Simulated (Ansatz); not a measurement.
Geometry optimisation, RKS BHLYP/def2-SVP in Ansatz.

The input (input.yaml):

```yaml
crystal:
  periodic: [false, false, false]
  atoms:
    - { symbol: Sn, position_ang: [0.201364, 0.0, -0.014914] }
    - { symbol: Cl, position_ang: [0.299115, 0.0, 2.363435] }
    - { symbol: Cl, position_ang: [2.379311, 0.0, -0.795264] }
    - { symbol: Cl, position_ang: [-0.854622, 1.901452, -0.795172] }
    - { symbol: Cl, position_ang: [-0.854622, -1.901452, -0.795172] }
    - { symbol: H, position_ang: [-2.549561, 0.0, 1.038429] }
    - { symbol: H, position_ang: [-2.176186, 0.0, 1.647157] }
basis:
  gaussian: { orbitals: def2-SVP }
hamiltonian:
  xc: { name: BHLYP }
relax:
  f_tol: 0.03
  max_steps: 50
```

Command:

```bash
$ ansatz run input.yaml --threads 4 --pin off --max-ram 5120MiB --backend cpu --events-out ev --progress --plain --runs-dir out
```

**Question.** Where does it end, and by what steps?

**Answer.** The forces met the threshold. After 5 steps the energy has fallen by 0.160 eV; H6 moved furthest, 0.60 Å.

```json
{"step": "0", "energy less start (eV)": "0.0000", "largest force component (eV/Å)": "1.328", "accepted": "yes"}
{"step": "1", "energy less start (eV)": "-0.1213", "largest force component (eV/Å)": "0.246", "accepted": "yes"}
{"step": "2", "energy less start (eV)": "-0.1477", "largest force component (eV/Å)": "0.247", "accepted": "yes"}
{"step": "3", "energy less start (eV)": "-0.1570", "largest force component (eV/Å)": "0.079", "accepted": "yes"}
{"step": "4", "energy less start (eV)": "-0.1600", "largest force component (eV/Å)": "0.036", "accepted": "yes"}
{"step": "5", "energy less start (eV)": "-0.1602", "largest force component (eV/Å)": "0.013", "accepted": "yes"}
```

```xyz
7
Properties=species:S:1:pos:R:3
Sn 0.450 0.000 -0.089
Cl 0.542 0.000 2.223
Cl 2.603 0.000 -0.935
Cl -0.662 1.889 -0.825
Cl -0.662 -1.889 -0.825
H -3.114 0.000 1.231
H -2.713 0.000 1.869
```

Whether the end is a true minimum wasn't checked by a vibrational analysis.

The run took 13 s on 4 threads of Arm Neoverse V1 (shared host), peak memory 0.3 GiB.
